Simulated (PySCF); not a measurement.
# Nonlinear optical response: `InChI=1S/C8H6/c1-2-4-7(3-1)8-5-6-8/h1-6H`

Geometry (Å), atoms numbered from 1 in this order:
```xyz
14

C    -2.057   -0.492    1.060
C    -0.810   -0.999    0.951
C     0.019   -0.002    0.300
C     1.315   -0.108    0.005
C     2.567   -0.821   -0.016
C     2.548    0.400   -0.541
C    -0.843    1.135    0.034
C    -2.078    0.832    0.490
H    -2.913   -0.976    1.495
H    -0.458   -1.960    1.276
H     3.112   -1.702    0.222
H     3.068    1.193   -1.022
H    -0.519    2.040   -0.445
H    -2.951    1.459    0.449
```

Computed, not measured: quadratic response CAM-B3LYP/def2-SVPD first hyperpolarisability, Taylor convention, gas phase in PySCF 2.14.0. Geometry: GFN2-xTB.

Q: Give β for the processes computed.

A: In 10⁻³⁰ esu, Taylor convention; the vector part is βᵢ = ⅓ Σⱼ (βᵢⱼⱼ + βⱼᵢⱼ + βⱼⱼᵢ); β∥ is 3/5 of the vector part along the dipole, the dipole points from − to +:
```tsv
process	λ (nm)	β vector norm	β∥	β HRS	depolarisation ratio
static β(0;0,0)	∞	0.48	0.29	0.19	5.47
second harmonic β(−2ω;ω,ω)	1064	0.73	0.44	0.33	1.93
Pockels β(−ω;ω,0)	1064	0.55	0.33	–	–
second harmonic β(−2ω;ω,ω)	800	0.99	0.59	0.56	0.87
Pockels β(−ω;ω,0)	800	0.61	0.37	–	–
```

Q: Which lowest excitations, dipole and polarisabilities go with it?

A: S1 4.14 eV (f = 0.024); S2 4.29 eV (f = 0.009); S3 4.60 eV (f = 0.011); dipole 4.46 D; isotropic α 95.4 au static, 97.2 au at 1064 nm, 98.7 au at 800 nm, 103.8 au at 532 nm, 113.5 au at 400 nm.
